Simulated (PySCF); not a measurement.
C2H5BClN, SMILES C=CB(N)Cl. Geometry: PBE0-D3(BJ)/def2-SVP. This is a generated structure with no PubChem entry under its InChIKey; it may be hypothetical. One conformer was computed; it need not be the lowest.

Question: Give the equilibrium geometry at PBE0-D3(BJ)/def2-SVP (PySCF confirms it by a frequency run) as Cartesian coordinates in Å. (Estimate from the structure and the level; the computed values follow.)

Answer: Several could match; the one computed here: 
```xyz
10

B     -0.0953     0.2384     0.0558
Cl     1.3071     0.1457     1.1562
C     -0.1179    -0.6663    -1.2153
C     -1.2437    -1.1247    -1.7777
H      0.8393    -0.9861    -1.6449
H     -1.2382    -1.7838    -2.6523
H     -2.2326    -0.8768    -1.3740
N     -1.1274     1.1132     0.3842
H     -1.1275     1.6705     1.2280
H     -1.9230     1.2614    -0.2221
```
Charge 0, spin multiplicity 1.
